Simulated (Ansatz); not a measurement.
Consider the formal exchange of groups at a C–O bond: `OC[SeH]` + CH₄ → `CC[SeH]` + H₂O.

Computed with Ansatz on PBE0-D4/def2-TZVP structures; ΔE is electronic, products minus reactants. CCSD(T)/CBS adds triple-zeta CCSD(T) − MP2 to the extrapolated MP2 energy (def2 sets, frozen cores). This one scheme is used for every species. For Se outer-core shells are correlated without core-valence functions, which leaves a few kJ/mol of doubt a bond. Scalar relativity is left out up to krypton. Each species was taken in one conformer, which may not be the lowest.

`OC[SeH]`:

```xyz
7

O     0.583    1.262    0.297
C    -0.180    0.330   -0.396
Se   -1.064   -1.026    0.729
H     1.254    0.799    0.806
H     0.387   -0.218   -1.153
H    -0.990    0.873   -0.880
H     0.009   -2.020    0.597
```

CH₄:

```xyz
5

C     0.000    0.000    0.000
H     0.559   -0.224   -0.908
H     0.114    1.056    0.245
H     0.382   -0.607    0.821
H    -1.054   -0.225   -0.158
```

`CC[SeH]`:

```xyz
9

C     0.047    0.738   -0.647
C    -0.561   -0.358    0.199
Se    0.716   -1.737    0.750
H    -0.723    1.452   -0.956
H     0.517    0.329   -1.544
H     0.810    1.288   -0.092
H    -1.318   -0.917   -0.356
H    -1.037    0.033    1.097
H     1.549   -0.829    1.550
```

H₂O:

Z-matrix (Å, degrees):
```
O
H 1 0.960
H 1 0.960 2 105.1
```

```tsv
species	HF/def2-SVP energy (Eh)
`OC[SeH]`	-2514.49549
CH₄	-40.16918
`CC[SeH]`	-2478.71433
H₂O	-75.96088
```

(1) Work out ΔE.

Largest T1 diagnostic among the species: 0.010.

Answers

(1) ΔE = (-2478.71433) + (-75.96088) − (-2514.49549) − (-40.16918) = -0.01054 Eh = -27.7 kJ/mol. CCSD(T)/CBS gives -45.6 kJ/mol.

From PBE to PBE0 (25 % exact exchange), in def2-TZVPP and without D4, ΔE moves by −6.6 kJ/mol. In def2-TZVPP, CCSD(T) changes the Hartree–Fock value by −7.6 kJ/mol (the triples alone add +0.6 kJ/mol) and MP2 by −13.5 kJ/mol. At CCSD(T), def2-SVP lies +13.0 kJ/mol from the extrapolated value and def2-TZVPP +3.8 kJ/mol.
